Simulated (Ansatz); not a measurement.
Relaxation of CH7NSSi2 (12 atoms, charge 0, multiplicity 1), to a largest force component of 0.015 eV/Å in at most 40 steps.

The calculation used RKS r2SCAN-D4/def2-SVP in Ansatz.

```xyz
12
Properties=species:S:1:pos:R:3
C -1.310 -0.994 1.220
Si 0.159 0.045 1.246
S -0.079 1.804 0.028
Si 1.369 0.291 -0.661
N 0.611 -0.011 -2.197
H -1.193 -1.929 1.631
H -2.132 -0.480 1.796
H -1.706 -1.076 0.188
H 0.778 0.399 2.603
H 2.623 0.925 -0.752
H 1.193 0.423 -2.867
H -0.235 0.549 -2.201
```

Question: Where does it end, and by what steps?

Answer: It converged. After 10 steps the energy has fallen by 0.936 eV; H12 moved furthest, 0.95 Å.

```
step  energy less start (eV)  largest force component (eV/Å)  accepted
   0                  0.0000                           2.786       yes
   1                 -0.6329                           1.151       yes
   2                 -0.7566                           1.232       yes
   3                 -0.8460                           0.608       yes
   4                 -0.8983                           0.609       yes
   5                 -0.9242                           0.248       yes
   6                 -0.9318                           0.125       yes
   7                 -0.9301                           0.119        no
   8                 -0.9351                           0.022       yes
   9                 -0.9353                           0.034       yes
  10                 -0.9356                           0.015       yes
```

```xyz
12
Properties=species:S:1:pos:R:3
C -1.434 -0.900 1.240
Si 0.152 0.101 1.215
S -0.012 2.102 0.368
Si 1.253 0.643 -0.675
N 0.837 0.030 -2.231
H -1.224 -1.957 1.471
H -2.118 -0.511 2.013
H -1.950 -0.847 0.270
H 0.836 0.052 2.541
H 2.675 1.071 -0.737
H 1.145 0.537 -3.057
H -0.082 -0.375 -2.384
```

Whether the end is a true minimum wasn't checked by a vibrational analysis.

Time of the run: 33 s on 2 threads of Intel(R) Xeon(R) Platinum 8488C (Sapphire Rapids), with other jobs on the host, peak memory 0.2 GiB.
